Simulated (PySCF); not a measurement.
**Cd²²⁺: ionisation energy**

Cd²²⁺ [Ar] 3d8 (3F) → Cd²³⁺ [Ar] 3d7 (4F), as a difference of total energies. All numbers are calculated (PySCF 2.14, the non-relativistic Hamiltonian (point nucleus), in an even-tempered Gaussian basis (17 s from 2.5 bohr⁻², ratio 2.5; 11 p from 3.2 bohr⁻², ratio 2.5; 8 d from 3.2 bohr⁻², ratio 2.5; 4 f from 15 bohr⁻², ratio 2.7; 3 g from 23 bohr⁻², ratio 2.7)). Correlated levels: outer shells: [Ne] frozen; virtual orbitals above 40 to 60 times the deepest correlated orbital energy dropped. The calculations carry no spin-orbit coupling.

| method | ionisation energy (eV) |
| --- | --- |
| UHF | 1100.0 |
| LDA | 1101.7 |
| PBE | 1101.3 |
| PBE0 | 1101.5 |
| r2SCAN | 1102.2 |
| BP86 | 1101.6 |
| B2PLYP | 1101.4 |
| MP2 (outer shells) | 1101.5 |
| SCS-MP2 (outer shells) | 1101.5 |

A first-order spin-orbit estimate (lowest level to lowest level, LS coupling) adds -0.145 eV.

All relativistic terms are absent from these numbers, so their closeness to the reference says little about the methods.

For comparison: 1095 ± 4 eV (theoretical estimate listed by NIST; NIST Atomic Spectra Database, ionization energies).
